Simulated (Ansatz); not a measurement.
Computed with Ansatz on PBE0-D4/def2-TZVP structures; ΔE is electronic, products minus reactants. CBS: MP2 limit from def2 TZ/QZ plus the TZ coupled-cluster correction, frozen cores. This one scheme is used for every species. Functionals use def2-TZVPP. Elements past krypton have def2 core potentials. For Sn outer-core shells are correlated without core-valence functions, which leaves a few kJ/mol of doubt a bond. One conformer a species, not always the lowest.

`FC[SiH2][SnH3]` + HCl → `ClC[SiH2][SnH3]` + H–F  (substitution at a C–F bond)

```csv
level,ΔE (kJ/mol),difference from CCSD(T)/CBS
r2SCAN-D4,-32.5,13.7
PBE0-D4,-38.7,7.5
ωB97X-V,-31.6,14.6
ωB97M-V,-34.8,11.4
PBE,-30.5,15.7
MP2/def2-TZVPP,-51.2,-5.0
CCSD/def2-TZVPP,-36.3,9.9
HF/def2-QZVPP,-21.9,24.3
MP2/def2-QZVPP,-55.2,-9.0
HF/CBS(def2),-21.9,24.3
CCSD(T)/CBS,-46.2,0
```

Largest T1 diagnostic among the species: 0.013.

From PBE to PBE0 (25 % exact exchange), in def2-TZVPP and without D4, ΔE moves by −3.7 kJ/mol. In def2-TZVPP, CCSD(T) changes the Hartree–Fock value by −17.6 kJ/mol (the triples alone add −3.0 kJ/mol) and MP2 by −29.5 kJ/mol. The D4 term adds −8.4 kJ/mol with B3LYP and −4.5 kJ/mol with PBE0; it sums over pairs of atoms, weighted by their polarisabilities, and B3LYP, whose exchange is more repulsive, gets the larger term.

B3LYP here is the variant with VWN-RPA as its local correlation; programs differ in this.
